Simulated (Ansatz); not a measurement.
Question: Name a neutral molecule of Al, B, Cl, F, O and H with LUMO energy (PBE0/def2-TZVPP) between -0.85 and -0.55 eV and HOMO energy (ωB97M-V/def2-TZVPP) between -11.75 and -11.45 eV (Ansatz, PBE0-D4/def2-TZVP geometry).

Answer: `[OH][AlH][O]B(F)Cl` (-0.65 eV, -11.49 eV). Other molecules can fit too; these were computed, each in one conformer that needn't be the lowest.
